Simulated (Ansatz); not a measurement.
Relaxation of BClFH3O2 (8 atoms, charge 0, multiplicity 1), to a largest force component of 0.03 eV/Å in at most 50 steps.

All numbers below come from RKS r2SCAN-D4/def2-SVP in Ansatz 0.2.0.

```xyz
8
Properties=species:S:1:pos:R:3
B -0.020 0.501 -0.374
F 0.042 -0.164 2.060
O 1.176 -0.084 -0.607
H 1.133 -1.028 -0.800
O -1.264 0.002 -0.547
H -1.299 -0.943 -0.739
Cl 0.054 2.275 0.088
H 0.116 0.755 2.154
```

Problem. Where does it end, and by what steps?

Solution. The run converged. After 8 steps the energy has fallen by 0.051 eV; F2 moved furthest, 0.21 Å.

```tsv
step	energy less start (eV)	largest force component (eV/Å)	accepted
0	0.0000	0.800	yes
1	-0.0058	1.758	yes
2	-0.0440	0.246	yes
3	-0.0442	0.296	yes
4	-0.0453	0.170	yes
5	-0.0469	0.568	yes
6	-0.0509	0.105	yes
7	-0.0511	0.068	yes
8	-0.0511	0.021	yes
```

```xyz
8
Properties=species:S:1:pos:R:3
B -0.015 0.483 -0.377
F 0.058 -0.085 2.249
O 1.176 -0.101 -0.636
H 1.128 -1.030 -0.890
O -1.260 -0.013 -0.552
H -1.297 -0.942 -0.807
Cl 0.066 2.179 0.209
H 0.082 0.824 2.038
```

Whether the end is a true minimum wasn't checked by a vibrational analysis.

Time of the run: 38 s on 2 threads of Arm Neoverse V1, with other jobs on the host, peak memory 0.15 GiB.
